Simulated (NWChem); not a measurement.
Atomisation of SeSn

```
Sn
Se 1 2.3380
```
Charge 0, spin multiplicity 1.

All runs are NWChem calculations. All single points use one geometry, from PBE0/def2-SVP with def2 effective core potentials on Sn, a minimum by its harmonic frequencies.

Basis set: def2-TZVP. The atomisation energy is electronic alone: no zero-point, thermal, spin-orbit or counterpoise terms. No value is extrapolated to the basis-set limit. Free atoms are single determinants with multiplicities Sn 3, Se 3.

Effective core potentials replace the inner electrons of Sn; spin-orbit coupling is left out. B3LYP has NWChem's definition, with VWN1-RPA local correlation. The structure started from a generated list of species. The stability of the SCF solutions was not checked. Open-shell Hartree-Fock references start from PBE0 orbitals.

Q: For the atomisation energy, HF gives 53.7 kcal/mol and PBE0 gives 106.0 kcal/mol. What do BHandHLYP, B3LYP, PBE give?

A: BHandHLYP: 97.0 kcal/mol; B3LYP: 106.4 kcal/mol; PBE: 113.7 kcal/mol.
